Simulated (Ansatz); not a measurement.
Total energies of CH7GaSiZn, SMILES `[SiH3][CH2][Zn][GaH2]`.

Cartesian coordinates in Å:
```
Si 0.8282 -1.6712 1.0735
C 0.8229 -0.8696 -0.5999
Zn -0.3020 0.7430 -0.6664
Ga -1.7034 2.7455 -0.7489
H -0.5565 -2.0549 1.4752
H 1.6672 -2.9023 1.1548
H 1.3365 -0.7226 2.1068
H 1.8433 -0.5888 -0.8831
H 0.4537 -1.5758 -1.3518
H -1.1617 4.1882 -0.3914
H -3.2282 2.7086 -1.1687
```

Total charge 0; spin multiplicity 1. For Zn the d shell is correlated and the shells below it are frozen. Correlated methods include outer-core shells of Ga, which these sets cover unevenly. Scalar relativity is left out up to krypton. All single points use the PBE0-D4/def2-TZVP geometry. It is one conformer, not always the lowest. Basis def2-TZVPP, the Gaussian-basis code of Ansatz.

RPA on PBE orbitals: Hartree–Fock energy of these orbitals -4031.83815 Eh, correlation -1.58376 Eh (frozen core).

```csv
functional,energy without D4 (Eh),D4 term (kJ/mol)
LDA (SPW92),-4028.55648,–
PBE,-4035.28460,-22.1
revPBE,-4035.72975,-60.1
BLYP,-4036.18151,-47.5
r2SCAN,-4035.98343,-5.4
B97M-V,-4035.26872,–
PBE0,-4035.38358,-19.0
B3LYP,-4036.19702,-36.0
r2SCANh,-4035.95411,-5.9
r2SCAN0,-4035.91258,-6.6
HSE06 (plane-wave form),-4035.37143,-17.9
BHLYP,-4035.96718,-30.7
CAM-B3LYP,-4036.27295,-19.7
LC-ωPBE,-4035.46955,–
ωB97X-V,-4035.66056,–
ωB97M-V,-4035.80033,–
B2PLYP,-4035.25145,–
PBE-QIDH,-4034.70823,–
```

B3LYP takes the VWN-RPA correlation (the form of Gaussian; ORCA's B3LYP/G). HSE06 is the plane-wave form, built on full-range PBE exchange. The double hybrids freeze the cores in their second-order part.

LC-ωPBE has ω = 0.4 bohr⁻¹.
